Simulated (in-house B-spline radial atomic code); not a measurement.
# How G0W0 and RPA depend on the start: Ne6+

Configuration [He] 2s2. Computed with an all-electron radial atomic-structure program (B-spline basis): all electrons, non-relativistic, point nucleus, each spin shell either full or empty, empty states to l = 9 with an (l + 1/2)⁻⁴ tail; G0W0 by contour deformation at full frequency.

```csv
start,mean-field 2s (eV),G0W0 (eV),QP weight,RPA correlation (Eh)
Hartree-Fock,-203.83,-206.40,0.976,-0.21841
LDA VWN5,-191.46,-207.18,0.948,-0.31638
PBE,-192.19,-207.12,0.948,-0.31346
PBE0,-195.40,-206.93,0.959,-0.27623
r2SCAN,-192.86,-207.09,0.952,-0.29971
HSE06,-194.96,-206.95,0.957,-0.27976
B3LYP (VWN-RPA),-194.89,-206.98,0.956,-0.2833
SCAN,-192.94,-207.09,0.952,-0.30034
TPSS,-192.79,?,?,?
BHandHLYP,-198.55,-206.74,0.966,-0.25154
CAM-B3LYP,-196.85,-206.87,0.961,-0.26679
LC-wPBE,-198.00,-206.84,0.963,-0.26148
wB97X,-197.88,?,?,?
PBEsol,-191.71,-207.13,0.949,-0.31305
BLYP,-192.20,-207.12,0.948,-0.31451
r2SCAN0,-195.83,-206.91,0.961,-0.26978
LDA exchange-only,-189.53,-207.10,0.951,-0.31555
```

Question: What G0W0 level, weight and RPA correlation energy follow from the TPSS start?

Answer: G0W0 level -207.08 eV, weight 0.950, RPA correlation -0.30495 hartree.

Question: What G0W0 level, weight and RPA correlation energy follow from the wB97X start?

Answer: G0W0 level -206.76 eV, weight 0.965, RPA correlation -0.25752 hartree.

Question: How much of the dependence on the start does G0W0 remove?

Answer: The mean-field levels span 14.3 eV and the G0W0 levels 0.784 eV. Against 207.271 ± 0.012 eV (NIST, measured) the G0W0 removal energies are off by -0.87 to -0.09 eV.
